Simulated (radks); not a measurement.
Results of a calculation; reference values are marked as such.
Excited configurations of the tantalum ion Ta2+: one electron is placed in a higher orbital outside [Xe] 4f14 5d2. The ground configuration is [Xe] 4f14 5d3. Code: a radial shooting solver on a logarithmic mesh with Libxc functionals. Model: scalar-relativistic Kohn-Sham, PBE, spin-unpolarised, spherical densities, finite nucleus; Fermi nuclear charge, rms radius 5.3507 fm. Excitation = E - E(ground); binding = E(ion) - E, where the ion is the core of charge +3; n* = 3/sqrt(2 binding) in atomic units, and the quantum defect is n - n*.

[
 {"outer orbital": "5f", "excitation (eV)": "15.500", "binding (eV)": "8.104", "quantum defect": "1.113", "<r> (bohr)": "5.470"},
 {"outer orbital": "6s", "excitation (eV)": "0.269", "binding (eV)": "23.336", "quantum defect": "3.709", "<r> (bohr)": "2.829"},
 {"outer orbital": "6p", "excitation (eV)": "6.527", "binding (eV)": "17.077", "quantum defect": "3.322", "<r> (bohr)": "3.485"},
 {"outer orbital": "6d", "excitation (eV)": "13.272", "binding (eV)": "10.332", "quantum defect": "2.557", "<r> (bohr)": "5.165"},
 {"outer orbital": "6f", "excitation (eV)": "18.158", "binding (eV)": "5.446", "quantum defect": "1.258", "<r> (bohr)": "9.477"},
 {"outer orbital": "7s", "excitation (eV)": "12.437", "binding (eV)": "11.167", "quantum defect": "3.689", "<r> (bohr)": "5.672"},
 {"outer orbital": "7d", "excitation (eV)": "17.271", "binding (eV)": "6.334", "quantum defect": "2.603", "<r> (bohr)": "9.050"},
 {"outer orbital": "7f", "excitation (eV)": "19.779", "binding (eV)": "3.825", "quantum defect": "1.342", "<r> (bohr)": "14.48"}
]

The Delta-SCF ionisation energy is 23.604 eV (NIST Atomic Spectra Database: 23 eV, theoretical). Self-interaction in the functional shifts the binding energies and quantum defects, so they are the method's values and not measured ones. Spin polarisation and multiplet splitting are left out, so open shells lie too high by an amount that depends on their filling. Spin-orbit splitting is averaged out at the scalar-relativistic level.

Beside tabulated values, note that spin-unpolarised runs miss the spin-polarisation part of the exchange energy of open shells.
